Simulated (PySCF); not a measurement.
Gas-phase reaction: 2 WO2Cl2 + 3 O2 → 2 WO3 + 4 ClO

Computed with PySCF and rigid-rotor harmonic-oscillator thermochemistry at 1 bar. † marks an energy on the PBE0/def2-TZVP geometry and frequencies; other levels use their own. Open shells (unrestricted): O2 (multiplicity 3), ClO (multiplicity 2, electronic degeneracy 4); the rest are closed-shell singlets. Spin-orbit splitting is ignored; it lowers the true energy and changes the entropy of ClO. B3LYP is the form with VWN-RPA correlation. W: scalar-relativistic def2 core potential, no spin-orbit coupling. The harmonic model lacks anharmonicity and excited electronic states, which grow with temperature; levels with a mode under 35 cm⁻¹ are left out. Soft modes under 120 cm⁻¹ make the harmonic entropy rough for WO2Cl2.

```tsv
level	ΔE electronic, kJ	ΔH°(298 K), kJ	ΔS°(298 K), J/K	ΔG°(1200 K), kJ
B3LYP/def2-TZVP†	1050	1038	181	829
M06-2X/def2-TZVP†	1139	1127	181	918
PBE0/def2-QZVP†	1092	1081	181	872
PBE0/def2-SVP†	1248	1237	181	1028
PBE0/def2-TZVP	1112	1100	181	891
ωB97M-V/def2-TZVP†	1117	1106	181	897
ωB97X-V/def2-TZVP†	1147	1136	181	926
```
ΔH° is lowest at B3LYP/def2-TZVP† and highest at PBE0/def2-SVP†. No reference value is set beside these.
